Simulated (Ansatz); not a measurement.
Compare A (`C=N[SiH2]N[SiH3]`) with its isomer B (`N=C([SiH3])[SiH2]N`).

Isolated molecules relaxed with PBE0-D4/def2-TZVP in Ansatz; ΔE leaves out vibrations. CCSD(T)/CBS adds triple-zeta CCSD(T) − MP2 to the extrapolated MP2 energy (def2 sets, frozen cores). DFT in def2-TZVPP. B3LYP here is the variant with VWN-RPA as its local correlation; programs differ in this. Each species was taken in one conformer, which may not be the lowest.

(1) Which is lower in electronic energy at CCSD(T)/CBS, and by how much? (An estimate is asked.)

(2) Give E(B) − E(A) in kcal/mol with r2SCAN-D4, B2PLYP, CCSD(T)/def2-TZVPP, MP2/def2-TZVPP, B3LYP-D4, PBE0-D4, CCSD/def2-TZVPP. (Estimate.)

Largest T1 diagnostic: 0.013.

## Answers

(1) Computed: A, by 28.6 kcal/mol.

(2) Computed: r2SCAN-D4 27.5, B2PLYP 29.4, CCSD(T)/def2-TZVPP 28.5, MP2/def2-TZVPP 30.1, B3LYP-D4 28.4, PBE0-D4 26.4, CCSD/def2-TZVPP 29.5. None reverses the order clearly.

In def2-TZVPP, CCSD(T) changes the Hartree–Fock value by −6.2 kcal/mol (the triples alone add −1.0 kcal/mol) and MP2 by −4.6 kcal/mol. From PBE to PBE0 (25 % exact exchange), in def2-TZVPP and without D4, E(B) − E(A) moves by +2.5 kcal/mol.
